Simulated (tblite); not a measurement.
Problem. Write Cartesian coordinates for `C[N+]#CCS(C)(=O)=O` as optimised with GFN2-xTB. (Charge +1.)

Solution. 
```
atom  x, y, z in Å
C1     3.2359   -0.1022   -0.5918
N2     2.0358    0.2710   -0.0362
C3     1.0249    0.5695    0.4313
C4    -0.2727    0.7870    0.8605
S5    -1.2235   -0.4781   -0.2737
C6    -2.9364   -0.2672    0.2168
O7    -0.7023   -1.7404    0.1243
O8    -0.9789    0.0013   -1.5901
H9     3.4235    0.5040   -1.4808
H10    3.1816   -1.1559   -0.8761
H11    4.0433    0.0455    0.1288
H12   -0.6273    1.7921    0.6454
H13   -0.4226    0.5077    1.9010
H14   -3.0302   -0.5027    1.2692
H15   -3.2407    0.7471   -0.0077
H16   -3.5180   -0.9696   -0.3732
```

Any rigid rotation of these coordinates is as good. Atoms count from 1 in this order. The C–N distances run from 1.153 Å (N2≡C3, drawn triple) to 1.374 Å (C1–N2, drawn single), a spread of 0.221 Å. S5 (sulfonyl sulfur) is distorted tetrahedral (angles from 103.3° to 119.7°). The C–S distances run from 1.794 Å (S5–C6, drawn single) to 1.947 Å (C4–S5, drawn single), a spread of 0.153 Å.

Bonds between heavy atoms (Å): C1–N2 1.374, N2≡C3 1.153, C3–C4 1.384, C4–S5 1.947, S5–C6 1.794, S5=O7 1.422, S5=O8 1.422.

Computed geometry: GFN2-xTB, gas phase.

Its GFN2-xTB frequencies are all real (lowest 18 cm⁻¹). Torsions: C3–C4–S5–C6 180°.

One conformer stands for the species.
